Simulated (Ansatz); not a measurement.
HCl, charge +1, doublet, at a GFN2-xTB geometry (a state made from the parent by changing its charge; the spin is typed, not shown lowest); RPA/cc-pVTZ (Ansatz, a program for electronic structure).

Here is a job for Ansatz.
Ansatz 0.2 input:
```yaml
crystal:
  periodic: [false, false, false]
  atoms:
    - {symbol: Cl, position_ang: [-0.00000000, -0.00000000, -0.07393369]}
    - {symbol: H, position_ang: [0.00000000, 0.00000000, 1.25687273]}
basis:
  gaussian:
    orbitals: cc-pVTZ
total_charge: 1
magnetization: {spin_polarized: true, initial_magnetization: 1}
correlation: {method: rpa}
```

It wrote (shortened):

```
Functional definition: HF
272 factors; integrals over basis functions are off by at most 1.1e-3 eV
mean field evaluation 1: about -12508.0630 eV, gradient 9.8e0 eV
mean field evaluation 2: about -12508.0641 eV, gradient 9.8e0 eV
mean field evaluation 4: about -12508.6104 eV, gradient 1.1e0 eV
mean field evaluation 8: about -12508.6214 eV, gradient 9.9e-4 eV
mean field evaluation 16: about -12508.6214 eV, gradient 7.2e-4 eV
mean field -12508.62140914 eV, -459.6833581379 hartree, gradient 8.7e-6 eV, S^2 0.761181; 2 other end points of the search recorded, 0 dependent functions left out
5 core orbitals not correlated
reference -12508.62140914 eV, -459.6833581379 hartree; 4, 3 occupied and 39, 40 virtual orbitals, 272 factors
Total energy: -12514.37048440 eV, -459.8946327568 hartree
```
